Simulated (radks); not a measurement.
Values are calculated unless marked as measured or tabulated.
Charge is removed step by step from the 4f7/2 level of neutral lead, starting from [Xe] 4f(5/2: 6, 7/2: 8) 5d10 6s2 6p2. Level of theory: Dirac Kohn-Sham, PBEsol, spin-unpolarised, spherical densities, finite nucleus; open shells fill j = l - 1/2 first; Fermi nuclear charge, rms radius 5.5012 fm (a radial shooting solver on a logarithmic mesh with Libxc functionals).

removed (e) = 0: E - E(0) (eV) 0.000; eigenvalue (eV) -129.19; E minus straight line (eV) 0.000
removed (e) = 0.1: E - E(0) (eV) 13.047; eigenvalue (eV) -131.77; E minus straight line (eV) -1.209
removed (e) = 0.2: E - E(0) (eV) 26.355; eigenvalue (eV) -134.39; E minus straight line (eV) -2.157
removed (e) = 0.3: E - E(0) (eV) 39.926; eigenvalue (eV) -137.04; E minus straight line (eV) -2.842
removed (e) = 0.4: E - E(0) (eV) 53.764; eigenvalue (eV) -139.72; E minus straight line (eV) -3.260
removed (e) = 0.5: E - E(0) (eV) 67.872; eigenvalue (eV) -142.44; E minus straight line (eV) -3.408
removed (e) = 0.6: E - E(0) (eV) 82.253; eigenvalue (eV) -145.18; E minus straight line (eV) -3.283
removed (e) = 0.7: E - E(0) (eV) 96.909; eigenvalue (eV) -147.95; E minus straight line (eV) -2.883
removed (e) = 0.8: E - E(0) (eV) 111.84; eigenvalue (eV) -150.75; E minus straight line (eV) -2.204
removed (e) = 0.9: E - E(0) (eV) 127.06; eigenvalue (eV) -153.58; E minus straight line (eV) -1.244
removed (e) = 1: E - E(0) (eV) 142.56; eigenvalue (eV) -156.43; E minus straight line (eV) 0.000

Removing the whole electron costs 142.56 eV by Delta-SCF, against 129.19 eV from minus the eigenvalue at the starting occupation. Slater's transition state (half an electron removed) gives 142.44 eV. Integrating minus the eigenvalue over the occupation (Janak's theorem) gives 142.56 eV. The mean slope of the eigenvalue, de/dn, is 27.2 eV per electron.
